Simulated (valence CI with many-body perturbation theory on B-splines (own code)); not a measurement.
**Which ion has this spectrum?**

A relativistic CI+MBPT calculation for an atom or ion with 33 electrons gives these levels (cm⁻¹):

```csv
J,Parity,E,g
3/2,odd,0,1.37
3/2,odd,614983,1.45
5/2,odd,657276,1.20
1/2,odd,710419,0.66
3/2,even,1182142,0.79
5/2,even,1316972,1.39
3/2,odd,1332926,1.30
5/2,even,1421777,1.29
1/2,even,1479893,2.13
3/2,even,1497538,1.17
5/2,even,1794998,0.96
3/2,even,1795626,0.92
1/2,even,1798821,0.22
7/2,even,1837186,1.05
```

The energies are calculated, and their last digits are not significant.

(1) Which is it?
A. Yb37+
B. Hf39+
C. Tm36+
D. Re42+

## Answers

(1) B. Hf39+, ground level (4s^2 4p1/2^2 4p3/2) J=3/2.
